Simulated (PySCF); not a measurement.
## From computed data to an observable: oscillator strength and radiative lifetime

SiFClBr2, SMILES F[Si](Cl)(Br)Br.

The structure is a stationary point at B3LYP-D3(BJ)/def2-SVP.

TDDFT-PBE/def2-SVPD in PySCF 2.14.0 puts the first singlet state with f over 0.02 at 6.63 eV (vertical), with the transition dipole (0.000, 0.000, 0.452) in atomic units.

Find the oscillator strength, the wavelength and the radiative lifetime that this transition would have in vacuum if emission retraced absorption.


|μ|² = 0.2043 au, so |μ| = 1.15 D. ΔE = 6.63/27.211 = 0.2436 hartree. f = (2/3) ΔE |μ|² = 0.033 (the program prints 0.033).
λ = 1239.84/6.63 = 187 nm; ν = 53475 cm⁻¹.
Einstein's coefficient A = 0.6670 ν² f s⁻¹ (ν in cm⁻¹) = 6.3e7 s⁻¹, so τ = 1/A = 16 ns. This state is S5; the lower singlets have f = 0.007, 0.009, 0.015, 0.012. The figure is the radiative limit of this one transition; relaxation, internal conversion, crossing to triplets and a medium change what is measured.
